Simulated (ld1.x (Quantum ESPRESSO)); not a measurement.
## nickel: one change to a TM potential, before and after

ld1.x (Quantum ESPRESSO) 7.5 input, shortened:

```
&input
   title='Ni', zed=28., rel=1, dft='PBE', iswitch=3,
   config='[Ar] 3d8 4s2 4p0'
 /
 &inputp
   pseudotype=2, tm=.true., lloc=-1, rcloc=1.35,
   nlcc=.true., rcore=0.80
 /
3
4S  1  0   2.00   0.00  1.75  1.75  0.0
3P  2  1   6.00   0.00  0.95  0.95  0.0
3D  3  2   8.00   0.00  1.05  1.05  0.0
 &test
   configts(1)='3p6 3d8 4s2 4p0'
 /
```

Change: all radii but the core radius scaled by about 0.82 (s 1.44, p 0.78, d 0.86 bohr); local potential all-electron potential smoothed inside 1.10 bohr (lloc = -1).

Cutoffs: the cutoffs (Ry, on a coarse ladder) from which the occupation-weighted sum of valence levels, in a spherical-Bessel basis at the reference potential, stays within 10 and 1 mRy of its value at 400 Ry; they do not see the model core or the augmentation charge, which bear on the density cutoff. Errors are all-electron minus pseudo energies relative to the spin-unpolarised reference configuration.

**Question.** How do hardness, ghosts and transferability respond?

**Answer.** Both files keep a bound ghost (s); the number of tests that count goes from 6 to 7; of the 6 tests that both files solve, the error grows in 1 and shrinks in 5 by more than 15 % and 0.3 meV (median size 23.3 → 12.7 meV).

| quantity | base | changed |
| --- | --- | --- |
| cutoff, loose | 200 Ry | 260 Ry |
| cutoff, tight | 300 Ry | over 300 Ry |
| loose cutoff by channel (10 mRy a level) | s 18 Ry, p 70 Ry, d 180 Ry | s 35 Ry, p 120 Ry, d 230 Ry |
| bound ghosts | s | s |
| tests counted (converged, no solver errors) | 6 of 7 | 7 of 7 |
| error for 3p6 3d8 4s1 4p0, meV [ΔE 9.32 eV] | -7.8 | -3.1 |
| error for 3p6 3d8 4s0 4p0, meV [ΔE 26.67 eV] | -41 | -16 |
| error for 3p6 3d7 4s0 4p0, meV [ΔE 64.14 eV] | +26 | -8.9 |
| error for 3p6 3d6 4s0 4p0, meV [ΔE 121.70 eV] | +1.5 | -106 |
| error for 3p6 3d8.5 4s1.5 4p0, meV [ΔE -1.18 eV] | -20 | -9.1 |
| error for 3p6 3d9 4s0 4p0, meV [ΔE 6.32 eV] | -122 | -51 |

Base: Tests not counted: 3p5 3d8 4s2 4p0 (solver errors, printed error -2780 eV). These tests converged, but a pseudo level misses the all-electron one widely, so the file describes the atom poorly there or has found another state: 3p6 3d7 4s0 4p0: empty 4s by 4.0 eV (a node warning on the way); 3p6 3d6 4s0 4p0: empty 4s by 12.6 eV. A true bound ghost makes a file unfit for plane-wave use even where its test errors are small: the radial tests pick states by their node count and pass the ghost by. Where a test does run into it, the solver fails or the error is huge.
